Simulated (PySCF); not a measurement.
B(F)(H)(NCO) (CHBFNO), SMILES O=C=NBF. Geometry: B3LYP-D3(BJ)/def2-SVP. Other conformers were not sampled.

Computed equilibrium geometry at B3LYP-D3(BJ)/def2-SVP (PySCF confirms it by a frequency run) as bond lengths and angles, and its point group (one conformer of several):
point group Cs.
Atoms: B1 F2 H3 N4 C5 O6. Bonded distances (Å): B1–F2 1.322, B1–H3 1.203, B1–N4 1.415, N4–C5 1.202, C5–O6 1.167. Angles (°): F2–B1–H3 119.1, F2–B1–N4 118.7, H3–B1–N4 122.2, B1–N4–C5 163.2, N4–C5–O6 177.7.
Charge 0, spin multiplicity 1.
